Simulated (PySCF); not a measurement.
## Hf (hafnium, neutral) across methods

[Xe] 4f14 5d2 6s2, high-spin 3F determinant. Calculation: PySCF 2.14, in ANO-RCC-VTZP; scalar relativity by spin-free X2C-1e.

| method | E (hartree) | mean ε 6s α (eV) | mean ε 6s β (eV) | mean ε 5d α (eV) | Σ⟨r²⟩ (bohr²) | ⟨S²⟩ |
| --- | --- | --- | --- | --- | --- | --- |
| PBE | -15078.15 | -5.304 | -4.533 | -3.335 | 72.42 | 2.003 |
| UHF | -15072.89077 | -7.069 | -5.831 | -7.377 | 75.10 | 2.016 |
| PBE0 | -15077.88 | -5.896 | -5.087 | -4.430 | 72.41 | 2.004 |
| LDA | -15068.22 | -5.485 | -4.769 | -3.341 | 71.86 | 2.003 |
| r2SCAN | -15078.20 | -5.387 | -4.582 | -3.763 | 72.63 | 2.010 |

Spin-orbit coupling, absent here, splits the open shell strongly.
